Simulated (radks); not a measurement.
Effect of the nuclear size on neutral krypton, [Kr]. All-electron calculation, Dirac Kohn-Sham, exchange-only LDA, spin-unpolarised, spherical densities, finite nucleus; Fermi nuclear charge, rms radius 4.1884 fm. Program: a radial shooting solver on a logarithmic mesh with Libxc functionals. The rms radius is varied about that value; shifts are against it.

| rms radius (fm) | total energy shift (eV) | density at nucleus (e/bohr^3) | 1s1/2 shift (meV) | 2s1/2 shift (meV) | 3p1/2 shift (meV) | 4s1/2 shift (meV) |
|---|---|---|---|---|---|---|
| 3.4596 | -0.199 | 4.993e+04 | -84.5 | -8.56 | 0.123 | -0.157 |
| 3.8701 | -0.0912 | 4.948e+04 | -38.7 | -3.92 | 0.056 | -0.072 |
| 4.1884 | 0 | 4.917e+04 | 0.000 | 0.000 | 0.000 | 0.000 |
| 4.335 | 0.0442 | 4.904e+04 | 18.8 | 1.90 | -0.027 | 0.035 |
| 5.2104 | 0.337 | 4.832e+04 | 143 | 14.5 | -0.208 | 0.266 |

Slopes of the eigenvalues against <r^2> in GHz/fm^2, as finite differences over the two radii next to the reference (eigenvalue slopes, not the field-shift constants of lines): 1s1/2 3640, 2s1/2 369, 3p1/2 -5.29, 4s1/2 6.76.
